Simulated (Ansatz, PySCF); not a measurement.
Species: sum formula HSO (charge 0, doublet). It need not be the lowest isomer of its formula. 
Coordinates optimised at B3LYP-D3(BJ)/def2-TZVP (Ansatz, a quantum-chemistry and plane-wave program):
```
O
H 1 0.9684
S 1 1.6399 2 108.98
```
Charge 0, spin multiplicity 2.

Total electronic energies in hartree. Cores are frozen in the correlated levels unless marked. UHF or UKS for open shells. No spin-orbit coupling. No relativistic terms. CBS marks a two-point X^-3 extrapolation of the correlation energy; Hartree-Fock from the larger set. [CCSD(T)-MP2]/basis is that difference in the basis named.

```tsv
level	program	energy (Eh)
HF/cc-pV(T+d)Z	Ansatz	-472.98023
PBE-D3(BJ)/def2-TZVPD	Ansatz + dftd3	___
BP86-D3(BJ)/def2-TZVPD	PySCF + dftd3	-474.05583
PBE0/def2-QZVPP	Ansatz	-473.80451
BHLYP-D4/def2-TZVPD	Ansatz + dftd4	___
HSE06-D4/def2-TZVPD	Ansatz + dftd4	-473.77821
B2PLYP-D4/def2-TZVPD	Ansatz + dftd4	___
MP2/cc-pV(Q+d)Z	Ansatz	-473.41500
SCS-MP2/def2-TZVPP	Ansatz	-473.36135
CCSD/def2-QZVPPD	Ansatz	-473.43437
CCSD(T)/STO-3G	Ansatz	-467.61075
CCSD(T)/aug-cc-pV(D+d)Z	Ansatz	-473.30577
CCSD(T)/def2-SVP	Ansatz	-473.06005
RI-MP2/CBS(aug-cc-pV(T+d)Z,aug-cc-pV(Q+d)Z)+[CCSD(T)-MP2]/aug-cc-pV(T+d)Z	Ansatz	-473.4793
CCSD(T)/CBS(def2-TZVPPD,def2-QZVPPD)	Ansatz	-473.4761
```

Question: Complete the blanks.

Answer: 
- PBE-D3(BJ)/def2-TZVPD, energy (Eh): -473.76347
- BHLYP-D4/def2-TZVPD, energy (Eh): -473.96857
- B2PLYP-D4/def2-TZVPD, energy (Eh): -473.83354
